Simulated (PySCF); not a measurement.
**Two-component Hartree-Fock for Cr²⁺ (chromium, charge +2)**

Start: [Ar] 3d3 4s1; 3d5/2 filled at m_j = +1/2, +3/2, +5/2; 4s1/2 filled at m_j = +1/2. Calculated with PySCF 2.14 in x2c-TZVPall-2c (6s7p4d1f, 54 functions): generalised Hartree-Fock with the X2C-1e Hamiltonian and a Gaussian nucleus; one run each with spin-orbit coupling (SO) switched off, then screened by Boettger's factors. This is a chosen level, not necessarily the ground level.

| spinor shell | electrons | ε, spin-free (eV) | ε, screened SO (eV) | weight of nominal j (screened SO) | rms radius, screened SO (bohr) |
| --- | --- | --- | --- | --- | --- |
| 1s1/2 | 2 | -6072.4 | -6072.4 | 1.000 | 0.0734 |
| 2s1/2 | 2 | -754.77 | -754.77 | 1.000 | 0.316 |
| 2p1/2 | 2 | -635.85 | -641.64 | 0.990 | 0.285 |
| 2p3/2 | 4 | -635.85 | -633.04 | 0.995 | 0.288 |
| 3s1/2 | 2 | -121.23 | -121.24 | 1.000 | 0.952 |
| 3p1/2 | 2 | -85.499 | -84.339 | 0.668 | 1.02 |
| 3d5/2 | 3 | -39.651 | -39.636 | 0.789 | 1.23 |
| 4s1/2 | 1 | -24.065 | -24.067 | 1.000 | 2.89 |

Q: Where does 3p3/2 lie, and what is the 3p spin-orbit splitting (screened SO)?

A: At -86.098 eV, -1.758 eV above 3p1/2.

```csv
quantity,spin-free,screened SO
E (hartree),-1048.64926,-1048.65892
M_J,5,5
⟨J²⟩,30.005,30.004
⟨L²⟩,12.004,12.009
⟨S²⟩,6.000,5.999
```

Each row is a mean over spinors that exchange with the open shell spreads, by up to 11.703 eV (3p3/2).

Rows whose weight is well below 1 are mixtures of j = l ± 1/2: exchange outweighs spin-orbit coupling there, and the label is only the starting occupation.

Without spin-orbit coupling the j labels of p, d and f shells carry no meaning; the spin-free column gives the mean over the occupied spinors of each nl shell.
